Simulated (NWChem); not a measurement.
System: BSiH5O; SMILES OB[SiH3]

```xyz
8

B     -0.5737    -0.7688    -0.0016
H     -1.7605    -1.0192    -0.0090
O      0.2380    -1.8444     0.0020
H      1.1773    -1.6281     0.0090
Si     0.0930     1.1580     0.0003
H     -0.4412     1.9085     1.1819
H     -0.3610     1.8773    -1.2335
H      1.5935     1.2340     0.0476
```
Atoms are numbered in this order, from 1.

Results from NWChem. Structure relaxed at the PBE0/def2-SVP level. Vzz is the largest principal value of the second derivative of the potential at the nucleus (NWChem prints the opposite sign); η is the asymmetry. Non-relativistic.

For level CAM-B3LYP/cc-pVTZ:

```
Property       Value
-------------  -----
Vzz B1 (a.u.)  0.466
Vzz O3 (a.u.)  1.142
```

Q: What are these values for level PBE/cc-pVTZ?

A: 
| Item | Value |
|---|---|
| Vzz B1 (a.u.) | 0.429 |
| Vzz O3 (a.u.) | 1.089 |
